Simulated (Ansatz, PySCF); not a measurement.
C$_{4}$H$_{9}$, doublet, at a GFN2-xTB geometry, with bond 10-3 at 2.4 times its length. Base run: CASSCF(5,7)/6-31G (PySCF).

Here is a job for PySCF.
```python
from pyscf import gto, scf, mcscf
import numpy

mol = gto.M(
    atom='''
C     0.00023255   -0.00038654    0.11531580
C    -0.00196340    1.47890203   -0.01633315
C     1.28276078   -0.73724528   -0.01712977
C    -1.28103607   -0.74176229   -0.00192288
H     0.00533747    1.79203493   -1.06950692
H    -0.89210208    1.91042643    0.44006010
H     0.88040339    1.91391175    0.45231464
H     1.56175249   -0.87942031   -1.07031343
H     2.09754855   -0.19116268    0.45767582
H     1.11571072   -3.11283718    1.06189305
H    -1.56790184   -0.89216050   -1.05187077
H    -1.20458862   -1.72845315    0.45367356
H    -2.09356910   -0.19514891    0.47592392
''',
    basis='6-31g',
    spin=1,
    verbose=4,
)

mf = scf.ROHF(mol)
mf.kernel()
mc = mcscf.CASSCF(mf, 7, 5)
mc.fix_spin_(ss=0.75)
mc.kernel()
occ = numpy.linalg.eigvalsh(mc.fcisolver.make_rdm1(mc.ci, mc.ncas, mc.nelecas))[::-1]
ss = mc.fcisolver.spin_square(mc.ci, mc.ncas, mc.nelecas)[0]
print('natural occupations', occ.round(4), ' <S^2>', round(ss, 4))
```

Programs used: Ansatz (an electronic-structure program), PySCF; a row that names a program was run with it.

Variants of this job, named by their change:

| change | ΔE vs base (mEh) | natural occupations | <S^2> of the state | outcome |
|---|---|---|---|---|
| base | 0.000 | 1.97 1.67 1.00 0.33 0.02 0.00 0.00 | 0.75 | converged |
| code = ansatz; correction = SC-NEVPT2, all electrons | -312.2 | - | - | converged |
| fix_spin_ = off | 0.000 | 1.97 1.67 1.00 0.33 0.02 0.00 0.00 | 0.75 | converged |
| conv_tol = 1e-5 | 0.008 | 1.97 1.67 1.00 0.33 0.02 0.00 0.00 | 0.75 | converged |
| correction = SC-NEVPT2 | -312.2 | 1.97 1.67 1.00 0.33 0.02 0.00 0.00 | 0.75 | converged |
| active space = 9 electrons, 9 orbitals | - | - | - | not converged |
| state_average = 2 states | 1.005 | - | - | converged |
| orbitals = fixed (CASCI); correction = SC-NEVPT2 | -315.0 | 2.00 1.73 1.00 0.28 0.00 0.00 0.00 | 0.75 | converged |
| solver = newton | -0.001 | 1.97 1.67 1.00 0.33 0.02 0.00 0.00 | 0.75 | converged |
| orbitals = fixed (CASCI) | 56.431 | 2.00 1.73 1.00 0.28 0.00 0.00 0.00 | 0.75 | converged |
| active space = 7 electrons, 6 orbitals | 5.128 | 2.00 1.98 1.70 1.00 0.30 0.02 | 0.75 | converged |

Active orbitals are taken around the Fermi level unless the row says otherwise; CASSCF can end in different local minima, and two programs can end on different orbitals. State-averaged rows give the lowest state.

Open shells are given as the SCF converged; they aren't shown to be the lowest states, and a large step between rows can be another state.
